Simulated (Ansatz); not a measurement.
## Counterpoise correction, worked out

The pair of Cu⁺ (SMILES [Cu+], atom 1) and Cl₂ (SMILES ClCl, atoms 2–3), both closed shells, in one local arrangement (a lower one may exist), relaxed at PBE0-D4/def2-TZVP:

```
atom    x (Å)    y (Å)    z (Å)
 Cu1   0.1028  -0.8362  -1.5548
 Cl2   0.0027  -0.0218   1.6698
 Cl3  -0.1055   0.8580  -0.1151
```

Ansatz 0.2.0; basis: def2-TZVPPD; cores frozen in the correlated methods. The 3s and 3p shells of Cu and Zn are frozen; filled d shells are correlated.

MP2 total energies in eV:

| system | geometry | basis functions | energy |
| --- | --- | --- | --- |
| pair | pair | all | -69621.36608 |
| Cu⁺ | as in the pair | all (partner as ghosts) | -44603.19360 |
| Cl₂ | as in the pair | all (partner as ghosts) | -25017.26941 |
| Cu⁺ | as in the pair | its own | -44603.16471 |
| Cl₂ | as in the pair | its own | -25017.23501 |
| Cu⁺ | free (PBE0-D4 minimum) | its own | -44603.16471 |
| Cl₂ | free (PBE0-D4 minimum) | its own | -25017.23533 |

(1) Work out the interaction energy with and without the counterpoise correction, the superposition error, and the binding energy from the relaxed fragments.

The T1 diagnostic stays at or below 0.018.

Results:

(1) Without correction: -69621.36608 − (-44603.16471) − (-25017.23501) = -0.96636 eV.
With correction (each fragment in the whole basis): -69621.36608 − (-44603.19360) − (-25017.26941) = -0.90307 eV = -20.83 kcal/mol.
The superposition error is the difference, 0.06329 eV, 7 % of the uncorrected value: each fragment borrows its partner's functions.
Deformation from the free shapes: 0.00000 eV for Cu⁺ and 0.00032 eV for Cl₂.
Binding energy from relaxed fragments: -0.90307 + 0.00000 + 0.00032 = -0.90275 eV = -20.82 kcal/mol (electronic, without zero-point energy; negative means bound). For comparison, the corrected interaction energy by CCSD(T) at an estimated basis limit (MP2 extrapolated from triple and quadruple zeta, plus CCSD(T) − MP2 in triple zeta) is -1.035 eV.

For scale, one of the runs: CCSD(T)/def2-TZVPPD, 169 basis functions, launched by `ansatz run in.yaml --threads 2 --pin off --events-out ev --progress --plain --max-ram 5222MiB`. Time: 18 s of wall clock on 2 CPU threads of an Arm Neoverse V1; the host was shared. Peak host memory: 0.89 GiB.
